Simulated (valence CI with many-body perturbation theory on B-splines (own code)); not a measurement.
## Zr7+: electric-dipole lines

Computed by relativistic CI+MBPT: five valence electrons over a frozen Dirac-Fock core [Ar] 3d10, a basis of 11 s, 11 p, 10 d, 8 f, 5 g, 2 h functions for each j, with the one-electron correlation potential Σ1, the two-electron term Σ2, the three-electron term Σ3, Breit, model QED; selected CI, second order for the rest, scaled by the run's own slope (own B-spline code, finite nucleus).

No measured levels were compared; by estimate levels hold to about 250 cm⁻¹ or 0.2 % of their energy and the worst to 1 %, as in measured heavy ions of charge 2 to 7; those with d or f electrons hold less well. Among the levels kept, up to 3100 cm⁻¹ of a level comes from second order outside the variational space, and about a tenth of that is noise between levels of different J, which matters for small intervals.

Lines 151 to 200 of 591 in falling wavelength, among levels below 638260 cm⁻¹, chosen from the strongest by gf and those to the six lowest levels. Wavelengths and rates use the calculated energies, so an error of 600 cm⁻¹ moves a line at 41.10 nm by 0.25 % and its rate by three times that or more. Electric multipoles are in the length gauge, E1 and E2 with the static RPA response of the core. Weak lines are less certain than strong ones. Lines between different terms over intervals too small for the method are left out, as are lines whose strength nearly cancels. Where a level lies close to another of its J and parity, the split of strength between their lines is uncertain. The highest levels of a list are the least certain.

Names give the largest LS component (configuration and term), which can be under half, so a name can repeat, a term be missing and a line seem to break the LS rules; names also repeat where a configuration has a term twice. Letters in brackets count levels of one name in rising energy.

| λ vac (nm) | Upper | Lower | A (s⁻¹) | S (a.u.) with core polarisation | S without |
| --- | --- | --- | --- | --- | --- |
| 41.10 | 4s2 4p2 5p 2P°_3/2 [e] | 4s2 4p2 4d 2D_5/2 [b] | 1.58e+09 | 2.16e-01 | 2.12e-01 |
| 40.99 | 4s2 4p2 5p 2D°_3/2 [a] | 4s2 4p2 4d 4D_3/2 | 1.35e+09 | 1.84e-01 | 1.79e-01 |
| 40.89 | 4s2 4p2 5p 4D°_1/2 | 4s2 4p2 4d 4F_3/2 | 4.68e+09 | 3.16e-01 | 3.01e-01 |
| 40.88 | 4s2 4p2 5p 2F°_7/2 | 4s2 4p2 4d 2G_9/2 | 9.12e+09 | 2.46e+00 | 2.46e+00 |
| 40.87 | 4s2 4p2 5p 2D°_3/2 [b] | 4s2 4p2 4d 4D_5/2 | 3.30e+09 | 4.45e-01 | 4.35e-01 |
| 40.78 | 4s2 4p2 5p 2F°_5/2 | 4s2 4p2 4d 2G_7/2 | 1.34e+09 | 2.70e-01 | 2.36e-01 |
| 40.64 | 4s2 4p2 5p 2D°_5/2 [b] | 4s2 4p2 4d 2G_7/2 | 6.25e+09 | 1.24e+00 | 1.29e+00 |
| 40.58 | 4s 4p3 4d 2F°_7/2 [c] | 4s2 4p2 4d 2G_9/2 | 7.14e+08 | 1.88e-01 | 1.71e-01 |
| 40.56 | 4s2 4p2 5p 4P°_5/2 | 4s2 4p2 4d 4D_7/2 | 5.33e+09 | 1.05e+00 | 1.05e+00 |
| 40.55 | 4p5 2P°_3/2 | 4s 4p4 4P_5/2 | 1.83e+08 | 2.40e-02 | 2.67e-02 |
| 40.34 | 4s2 4p2 5p 2D°_5/2 [c] | 4s2 4p2 4d 2G_7/2 | 3.02e+09 | 5.88e-01 | 6.05e-01 |
| 40.29 | 4s2 4p2 5p 4D°_3/2 [a] | 4s2 4p2 4d 4F_5/2 | 2.25e+09 | 2.90e-01 | 2.70e-01 |
| 40.28 | 4s2 4p2 4f 4F°_7/2 [b] | 4s2 4p2 4d 2F_5/2 [b] | 8.02e+08 | 2.07e-01 | 2.12e-01 |
| 40.26 | 4s2 4p2 5p 2D°_3/2 [a] | 4s2 4p2 4d 2F_5/2 [a] | 7.58e+09 | 9.77e-01 | 9.84e-01 |
| 40.26 | 4s 4p3 4d 2F°_5/2 [b] | 4s2 4p2 4d 2F_7/2 [a] | 2.01e+09 | 3.89e-01 | 3.82e-01 |
| 40.17 | 4s 4p3 4d 2F°_7/2 [d] | 4s2 4p2 4d 2G_9/2 | 2.81e+09 | 7.20e-01 | 8.41e-01 |
| 40.12 | 4s 4p3 4d 4D°_7/2 [d] | 4s2 4p2 4d 4F_9/2 | 9.94e+08 | 2.54e-01 | 3.34e-01 |
| 40.07 | 4s2 4p2 5p 4P°_1/2 | 4s2 4p2 4d 4D_3/2 | 3.18e+09 | 2.02e-01 | 1.95e-01 |
| 40.05 | 4s2 4p2 5p 4D°_3/2 [b] | 4s2 4p2 4d 4F_5/2 | 3.91e+09 | 4.96e-01 | 4.77e-01 |
| 40.01 | 4s 4p3 4d 4D°_7/2 [d] | 4s2 4p2 4d 2F_7/2 [a] | 2.57e+09 | 6.50e-01 | 6.98e-01 |
| 40.01 | 4s2 4p2 5p 2D°_5/2 [a] | 4s2 4p2 4d 2F_7/2 [a] | 6.15e+09 | 1.17e+00 | 1.16e+00 |
| 39.97 | 4s2 4p2 5p 4P°_3/2 | 4s2 4p2 4d 4D_5/2 | 5.39e+09 | 6.79e-01 | 6.99e-01 |
| 39.90 | 4s2 4p2 5p 4P°_1/2 | 4s2 4p2 4d 4D_1/2 | 3.86e+09 | 2.42e-01 | 2.37e-01 |
| 39.78 | 4s2 4p2 5p 4D°_5/2 | 4s2 4p2 4d 4F_7/2 | 5.40e+09 | 1.01e+00 | 9.49e-01 |
| 39.65 | 4s2 4p2 5p 2P°_3/2 [d] | 4s2 4p2 4d 2D_5/2 [a] | 2.12e+09 | 2.61e-01 | 2.65e-01 |
| 39.61 | 4s2 4p2 5p 2P°_3/2 [e] | 4s2 4p2 4d 2D_5/2 [a] | 1.50e+09 | 1.83e-01 | 1.87e-01 |
| 39.58 | 4s 4p3 4d 2F°_5/2 [b] | 4s2 4p2 4d 2F_5/2 [a] | 2.37e+09 | 4.35e-01 | 4.63e-01 |
| 39.55 | 4s2 4p2 5p 4D°_7/2 | 4s2 4p2 4d 4F_9/2 | 8.27e+09 | 2.02e+00 | 2.01e+00 |
| 39.47 | 4s2 4p 4d2 4G°_5/2 | 4s2 4p2 4d 2D_3/2 [b] | 1.92e+09 | 3.50e-01 | 3.67e-01 |
| 39.45 | 4s2 4p2 4f 2G°_7/2 [b] | 4s2 4p2 4d 2D_5/2 [a] | 1.29e+09 | 3.12e-01 | 3.22e-01 |
| 39.34 | 4s2 4p2 5p 2D°_3/2 [b] | 4s2 4p2 4d 2F_5/2 [a] | 2.35e+09 | 2.82e-01 | 2.88e-01 |
| 39.32 | 4s2 4p2 4d 4D_1/2 | 4s2 4p3 2P°_3/2 | 4.29e+08 | 2.57e-02 | 2.85e-02 |
| 39.27 | 4s2 4p2 4f 2G°_7/2 [a] | 4s2 4p2 4d 4P_5/2 | 8.94e+08 | 2.14e-01 | 2.26e-01 |
| 39.22 | 4s 4p3 4d 4D°_1/2 [d] | 4s2 4p2 4d 4D_3/2 | 4.18e+09 | 2.49e-01 | 2.77e-01 |
| 39.18 | 4s 4p3 4d 4D°_3/2 [c] | 4s2 4p2 4d 4F_5/2 | 2.84e+09 | 3.37e-01 | 3.64e-01 |
| 39.15 | 4s2 4p2 4d 4D_3/2 | 4s2 4p3 2P°_3/2 | 7.38e+07 | 8.74e-03 | 9.64e-03 |
| 39.02 | 4s 4p3 4d 6D°_3/2 | 4s 4p4 4P_5/2 | 8.38e+07 | 9.82e-03 | 1.06e-02 |
| 38.96 | 4s 4p3 4d 6D°_5/2 | 4s 4p4 4P_5/2 | 9.50e+07 | 1.66e-02 | 1.78e-02 |
| 38.96 | 4s2 4p2 5p 4P°_5/2 | 4s2 4p2 4d 4D_5/2 | 1.05e+09 | 1.84e-01 | 1.73e-01 |
| 38.87 | 4s 4p3 4d 6D°_7/2 | 4s 4p4 4P_5/2 | 3.53e+07 | 8.19e-03 | 8.61e-03 |
| 38.85 | 4s 4p3 4d 4D°_7/2 [e] | 4s2 4p2 4d 4F_9/2 | 1.19e+10 | 2.76e+00 | 2.94e+00 |
| 38.83 | 4s 4p3 4d 2P°_1/2 [a] | 4s2 4p2 4d 4F_3/2 | 5.02e+09 | 2.90e-01 | 3.10e-01 |
| 38.81 | 4s2 4p 4d2 2D°_5/2 | 4s2 4p2 4d 2D_5/2 [b] | 1.06e+09 | 1.83e-01 | 1.93e-01 |
| 38.81 | 4s2 4p2 5p 2F°_5/2 | 4s2 4p2 4d 4D_7/2 | 3.08e+09 | 5.34e-01 | 5.48e-01 |
| 38.75 | 4s2 4p2 4f 2F°_7/2 | 4s2 4p2 4d 2D_5/2 [b] | 9.59e+08 | 2.21e-01 | 2.33e-01 |
| 38.72 | 4s2 4p2 5p 2P°_1/2 [c] | 4s2 4p2 4d 2D_3/2 [a] | 4.07e+09 | 2.33e-01 | 2.33e-01 |
| 38.60 | 4s2 4p2 4f 4F°_5/2 [a] | 4s2 4p2 4d 4P_3/2 | 1.52e+09 | 2.59e-01 | 2.72e-01 |
| 38.58 | 4s2 4p2 4f 2G°_7/2 [a] | 4s2 4p2 4d 2G_9/2 | 1.76e+09 | 3.99e-01 | 4.35e-01 |
| 38.52 | 4s 4p4 2P_1/2 | 4s2 4p3 2D°_3/2 | 1.82e+09 | 1.03e-01 | 1.14e-01 |
| 38.49 | 4s2 4p2 4f 2H°_9/2 | 4s2 4p2 4d 2G_9/2 | 1.10e+09 | 3.10e-01 | 3.44e-01 |
